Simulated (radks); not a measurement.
Q: The mean radii <r> (bohr) of the occupied orbitals of an atom or ion are listed with their occupations. Method: scalar-relativistic Kohn-Sham, r2SCAN, spin-polarised, spherical densities, finite nucleus; meta-GGA in the generalised Kohn-Sham scheme; Fermi nuclear charge, rms radius of each element as measured or else 0.836 A^(1/3) + 0.57 fm; computed with a radial shooting solver on a logarithmic mesh with Libxc functionals.

orbital  occ.     <r>
1s up       1  0.1202
1s down     1  0.1202
2s up       1  0.6232
2s down     1  0.6234
2p up       3  0.6019
2p down     3  0.6020
3s up       1   2.591
3s down     1   2.548
3p up       1   3.367

Name the element and its charge. Open shells, if any, are filled with parallel spins first.

A: Z = 13, aluminium, charge 0: Al in [Ne] 3s2 3p1. The 1s radius gives Z: for a bare nucleus <r> = (2 gamma + 1)/(2Z) with gamma = sqrt(1 - (Z/c)^2), 0.115 bohr for Z = 13, and screening makes it slightly larger (0.1202 here). The occupations add up to 13, and the charge is Z minus that.
